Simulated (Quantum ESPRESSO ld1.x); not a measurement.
Q: Br IV, 32 electrons, occupied as [Ar] 3d9.5 4s2 4p2 5s0.5 (fractional occupations, a model configuration). All-electron calculation, Dirac Kohn-Sham, BLYP, spin-unpolarised, spherical densities, point nucleus; open shells fill j = l - 1/2 first. Program: ld1.x of Quantum ESPRESSO 7.5. Some entries of the table are withheld. Estimate them.

orbital  occ.  eigenvalue (hartree)  <r^2> (bohr^2)  <1/r> (bohr^-1)
1s1/2       2              -491.239        0.002460            35.66
2s1/2       2                   (1)         0.04230            7.956
2p1/2       2              -59.2175         0.03250            7.924
2p3/2       4              -57.4703         0.03395            7.664
3s1/2       2              -10.5124          0.3464            2.619
3p1/2       2              -8.31215          0.3584            2.504
3p3/2       4              -8.05700          0.3717            2.442
3d3/2       4                   (2)          0.4083            2.194
3d5/2     5.5                   (3)          0.4135            2.178
4s1/2       2                   (4)           2.569           0.8885
4p1/2       2                   (5)           3.258           0.7825
4p3/2       0                   (6)           3.356           0.7688
5s1/2     0.5              -0.77347           13.06           0.3870

A: 
(1) 2s1/2 eigenvalue (hartree): -65.5408
(2) 3d3/2 eigenvalue (hartree): -4.23869
(3) 3d5/2 eigenvalue (hartree): -4.19743
(4) 4s1/2 eigenvalue (hartree): -2.13884
(5) 4p1/2 eigenvalue (hartree): -1.60976
(6) 4p3/2 eigenvalue (hartree): -1.58002
